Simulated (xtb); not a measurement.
C$_{5}$H$_{7}$FO$_{3}$, singlet, geometry from GFN2-xTB; GFN1-xTB run with xtb.

The xtb input:
```
$ xtb mol.xyz --gfn 1 --hess --json

# file mol.xyz
16

C      3.30582988     0.11345375    -0.01099853
C      2.06235833     0.00567215    -0.45593857
F      1.80001929    -0.19539197    -1.75618024
C      0.86581996     0.09584167     0.42516355
O      0.93020387     0.27326059     1.61614930
O     -0.26943012    -0.04141913    -0.25578851
C     -1.45460514     0.03021556     0.50059004
O     -2.50011761    -0.15817084    -0.38637447
C     -3.75990400    -0.10259416     0.24030458
H      3.47500741     0.27425457     1.03750489
H      4.15061681     0.04408329    -0.67246950
H     -1.51249098     1.01679501     1.00023601
H     -1.43661945    -0.74936375     1.28686937
H     -3.85880804    -0.88440161     1.00243583
H     -4.49358447    -0.26152142    -0.54577115
H     -3.92653793     0.87378296     0.71019970
```

The log (banner, timings and long lists left out):

```
   ID    Z sym.   atoms
    1    6 C      1, 2, 4, 7, 9
    2    9 F      3
    3    8 O      5, 6, 8
    4    1 H      10-16

           -------------------------------------------------
          |                Calculation Setup                |
           -------------------------------------------------

           -------------------------------------------------
          |                 G F N 1 - x T B                 |
           -------------------------------------------------

          ...................................................
          :                      SETUP                      :
          :.................................................:
          :  # basis functions                  50          :
          :  # atomic orbitals                  50          :
          :  # shells                           32          :
          :  # electrons                        52          :
          :  # halogen bonds                     0          :
          :  max. iterations                   250          :
          :  Hamiltonian                  GFN1-xTB          :
          :  restarted?                      false          :
          :  GBSA solvation                  false          :
          :  PC potential                    false          :
          :  electronic temp.          300.0000000     K    :
          :  accuracy                    1.0000000          :
          :  -> integral cutoff          0.2500000E+02      :
          :  -> integral neglect         0.1000000E-07      :
          :  -> SCF convergence          0.1000000E-05 Eh   :
          :  -> wf. convergence          0.2000000E-04 e    :
          :  Broyden damping             0.4000000          :
          :  net charge                          0          :
          :  unpaired electrons                  0          :
          ...................................................

 iter      E             dE          RMSdq      gap      omega  full diag
   1    -33.6425756 -0.336426E+02  0.799E+00    4.44       0.0  T
   2    -33.8124995 -0.169924E+00  0.469E+00    3.98       1.0  T
   3    -33.8109701  0.152944E-02  0.208E+00    4.01       1.0  T
   4    -33.8237843 -0.128142E-01  0.271E-01    3.77       1.0  T
   5    -33.8247054 -0.921106E-03  0.605E-02    3.80       1.0  T
   6    -33.8247311 -0.257078E-04  0.160E-02    3.82       1.6  T
   7    -33.8247334 -0.232574E-05  0.387E-03    3.83       6.5  T
   8    -33.8247335 -0.102512E-06  0.576E-04    3.83      43.4  T
   9    -33.8247335 -0.320330E-08  0.287E-04    3.83      87.2  T
  10    -33.8247335 -0.604949E-09  0.392E-05    3.83     637.1  T
  11    -33.8247335 -0.432721E-11  0.148E-05    3.83    1684.7  T

   *** convergence criteria satisfied after 11 iterations ***

         :::::::::::::::::::::::::::::::::::::::::::::::::::::
         ::                     SUMMARY                     ::
         :::::::::::::::::::::::::::::::::::::::::::::::::::::
         :: total energy             -33.559118402382 Eh    ::
         :: gradient norm              0.022099310362 Eh/a0 ::
         :: HOMO-LUMO gap              3.833652185384 eV    ::
         ::.................................................::
         :: SCC energy               -33.824733537387 Eh    ::
         :: -> electrostatic           0.141717630981 Eh    ::
         :: repulsion energy           0.270897010927 Eh    ::
         :: dispersion energy         -0.005281875922 Eh    ::
         :: halogen bond corr.         0.000000000000 Eh    ::
         :: add. restraining           0.000000000000 Eh    ::
         :: total charge               0.000000000000 e     ::
         :::::::::::::::::::::::::::::::::::::::::::::::::::::

           -------------------------------------------------
          |                Numerical Hessian                |
           -------------------------------------------------
step length          :   0.00500
SCC accuracy         :   0.30000
[...]
           -------------------------------------------------
          |             Thermodynamic Functions             |
           -------------------------------------------------

cs  symmetry found (for desy threshold:  0.10E+00) used in thermo

          ...................................................
          :                      SETUP                      :
          :.................................................:
          :  # frequencies                          40      :
          :  # imaginary freq.                       2      :
          :  linear?                             false      :
          :  only rotor calc.                    false      :
          :  symmetry                               cs      :
          :  rotational number                       1      :
          :  scaling factor                  1.0000000      :
          :  rotor cutoff                   50.0000000 cm⁻¹ :
          :  imag. cutoff                  -20.0000000 cm⁻¹ :
          :.................................................:

    mode    ω/cm⁻¹     T·S(HO)/kcal·mol⁻¹    T·S(FR)/kcal·mol⁻¹   T·S(vib)
   ------------------------------------------------------------------------
       1     78.01    -1.17481 ( 85.56%)    -0.92466 ( 14.44%)    -1.13869
       2     87.17    -1.10987 ( 90.23%)    -0.89177 (  9.77%)    -1.08857
       3    124.25    -0.90435 ( 97.44%)    -0.78681 (  2.56%)    -0.90134
       4    138.20    -0.84335 ( 98.32%)    -0.75529 (  1.68%)    -0.84187
       5    206.43    -0.61867 ( 99.66%)    -0.63645 (  0.34%)    -0.61873
   ------------------------------------------------------------------------

   temp. (K)  partition function   enthalpy   heat capacity  entropy
                                   cal/mol     cal/K/mol   cal/K/mol   J/K/mol
 298.15  VIB   200.                 3655.377     23.567     22.586
         ROT  0.590E+06              888.752      2.981     29.389
         INT  0.118E+09             4544.129     26.548     51.975
         TR   0.150E+28             1481.254      4.968     40.574
         TOT                        6025.3832    31.5165    92.5489   387.2245

       T/K    H(0)-H(T)+PV         H(T)/Eh          T*S/Eh         G(T)/Eh
   ------------------------------------------------------------------------
    298.15    0.960206E-02    0.126366E+00    0.439730E-01    0.823930E-01
   ------------------------------------------------------------------------

         :::::::::::::::::::::::::::::::::::::::::::::::::::::
         ::                  THERMODYNAMIC                  ::
         :::::::::::::::::::::::::::::::::::::::::::::::::::::
         :: total free energy         -33.476725368763 Eh   ::
         ::.................................................::
         :: total energy              -33.559118402383 Eh   ::
         :: zero point energy           0.116763926635 Eh   ::
         :: G(RRHO) w/o ZPVE           -0.034370893014 Eh   ::
         :: G(RRHO) contrib.            0.082393033621 Eh   ::
         :::::::::::::::::::::::::::::::::::::::::::::::::::::
imag cut-off (cm-1) :    5.00
 found            2  significant imaginary frequencies
 writing imag mode distorted coords to xtbhess.xyz
 for further optimization.

           -------------------------------------------------
          | TOTAL ENERGY              -33.559118402383 Eh   |
          | TOTAL ENTHALPY            -33.432752416488 Eh   |
          | TOTAL FREE ENERGY         -33.476725368763 Eh   |
          | GRADIENT NORM               0.022099279187 Eh/α |
          | HOMO-LUMO GAP               3.833641950397 eV   |
           -------------------------------------------------
########################################################################
[WARNING] Runtime exception occurred
-1- hessian_numhess: Hessian on incompletely optimized geometry!
########################################################################

normal termination of xtb
```
